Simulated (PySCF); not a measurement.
Basis-set dependence of population analyses: `C=C1C[SiH2]S1`

Species: C₃H₆SSi.
Cartesian coordinates in Å at the PBE0-D3(BJ)/def2-SVP level; atoms count from 1:
```xyz
11
C3H6SSi angstrom
C      1.966   -0.489    0.403
C      0.659   -0.404    0.150
C     -0.136    0.811   -0.299
Si    -1.798   -0.083   -0.164
S     -0.516   -1.756    0.311
H      2.430   -1.420    0.736
H      2.604    0.389    0.277
H      0.007    1.683    0.357
H      0.119    1.111   -1.329
H     -2.701    0.356    0.940
H     -2.602   -0.232   -1.412
```

PBE0 throughout (PySCF), one geometry, spherical d and f functions. Isolated species at its PBE0-D3(BJ)/def2-SVP geometry, gas phase. The first 7 of 9 kinds of atom are listed.

Mulliken charges (e):

```csv
basis,functions,C1,C2,C3,Si4,S5,H6,H7
STO-3G,39,-0.204,-0.096,-0.308,+0.518,-0.007,+0.074,+0.072
6-31G,65,-0.351,-0.294,-0.612,+0.635,+0.020,+0.172,+0.165
pcSseg-0,65,-0.355,-0.379,-0.947,+0.792,-0.085,+0.228,+0.224
6-31G*,90,-0.420,-0.082,-0.563,+0.473,-0.090,+0.183,+0.175
cc-pVDZ,108,-0.008,-0.231,-0.134,+0.331,-0.121,+0.045,+0.037
def2-SVP,108,-0.060,-0.187,-0.235,+0.492,-0.179,+0.051,+0.046
aug-cc-pVDZ,177,+0.506,+0.669,-0.237,-0.054,-0.327,-0.417,-0.425
"6-311+G(2d,p)",187,-0.595,+0.648,-0.604,+0.359,-0.281,+0.133,+0.124
def2-TZVP,203,-0.324,+0.090,-0.348,+0.264,-0.198,+0.137,+0.131
cc-pVTZ,242,-0.289,+0.037,-0.283,+0.291,-0.169,+0.120,+0.120
IGLO-III,253,-0.380,+0.201,-0.592,+0.849,-0.232,+0.096,+0.093
```

IAO charges (e):

| basis | functions | C1 | C2 | C3 | Si4 | S5 | H6 | H7 |
| --- | --- | --- | --- | --- | --- | --- | --- | --- |
| STO-3G | 39 | -0.310 | -0.124 | -0.520 | +0.667 | -0.030 | +0.129 | +0.128 |
| 6-31G | 65 | -0.346 | -0.059 | -0.537 | +0.570 | -0.145 | +0.162 | +0.157 |
| pcSseg-0 | 65 | -0.326 | -0.081 | -0.547 | +0.569 | -0.135 | +0.157 | +0.152 |
| 6-31G* | 90 | -0.342 | -0.059 | -0.549 | +0.694 | -0.152 | +0.154 | +0.150 |
| cc-pVDZ | 108 | -0.356 | -0.055 | -0.548 | +0.692 | -0.144 | +0.155 | +0.152 |
| def2-SVP | 108 | -0.346 | -0.057 | -0.545 | +0.706 | -0.141 | +0.150 | +0.147 |
| aug-cc-pVDZ | 177 | -0.371 | -0.052 | -0.554 | +0.697 | -0.149 | +0.159 | +0.157 |
| 6-311+G(2d,p) | 187 | -0.371 | -0.058 | -0.564 | +0.726 | -0.147 | +0.159 | +0.157 |
| def2-TZVP | 203 | -0.369 | -0.059 | -0.567 | +0.735 | -0.146 | +0.159 | +0.156 |
| cc-pVTZ | 242 | -0.368 | -0.056 | -0.564 | +0.722 | -0.148 | +0.159 | +0.156 |
| IGLO-III | 253 | -0.374 | -0.059 | -0.567 | +0.730 | -0.140 | +0.159 | +0.157 |

Q: Which scheme is steadiest as the basis changes?

A: Largest range over the bases for any column: IAO 0.17 e, Mulliken 1.10 e. IAO charges move least and Mulliken charges most, counted in e. Without the minimal STO-3G basis the ranges are IAO 0.17, Mulliken 1.10 e.

Q: How much do the charges still move between the two largest bases, cc-pVTZ and IGLO-III?

A: At most, over all atoms: Mulliken 0.558 e, IAO 0.008 e.

Q: What do the same runs give for the total energy, the frontier levels and the dipole moment?

A: 
```json
{"basis": "STO-3G", "energy (Eh)": "-796.0569", "HOMO (eV)": "-3.22", "LUMO (eV)": "4.18", "μ (D)": "1.80"}
{"basis": "6-31G", "energy (Eh)": "-805.0646", "HOMO (eV)": "-6.22", "LUMO (eV)": "-0.27", "μ (D)": "2.53"}
{"basis": "pcSseg-0", "energy (Eh)": "-804.1150", "HOMO (eV)": "-6.51", "LUMO (eV)": "-0.37", "μ (D)": "2.50"}
{"basis": "6-31G*", "energy (Eh)": "-805.1538", "HOMO (eV)": "-6.22", "LUMO (eV)": "-0.19", "μ (D)": "2.13"}
{"basis": "cc-pVDZ", "energy (Eh)": "-805.2023", "HOMO (eV)": "-6.32", "LUMO (eV)": "-0.07", "μ (D)": "1.87"}
{"basis": "def2-SVP", "energy (Eh)": "-804.8962", "HOMO (eV)": "-6.36", "LUMO (eV)": "-0.03", "μ (D)": "1.89"}
{"basis": "aug-cc-pVDZ", "energy (Eh)": "-805.2123", "HOMO (eV)": "-6.42", "LUMO (eV)": "-0.52", "μ (D)": "1.87"}
{"basis": "6-311+G(2d,p)", "energy (Eh)": "-805.2499", "HOMO (eV)": "-6.43", "LUMO (eV)": "-0.52", "μ (D)": "1.83"}
{"basis": "def2-TZVP", "energy (Eh)": "-805.2626", "HOMO (eV)": "-6.43", "LUMO (eV)": "-0.32", "μ (D)": "1.79"}
{"basis": "cc-pVTZ", "energy (Eh)": "-805.2665", "HOMO (eV)": "-6.42", "LUMO (eV)": "-0.26", "μ (D)": "1.82"}
{"basis": "IGLO-III", "energy (Eh)": "-805.2612", "HOMO (eV)": "-6.39", "LUMO (eV)": "-0.27", "μ (D)": "1.72"}
```

The dipole is fixed by the density alone, so its range of 0.81 D shows that the density itself changes with the basis, not only its division among atoms.
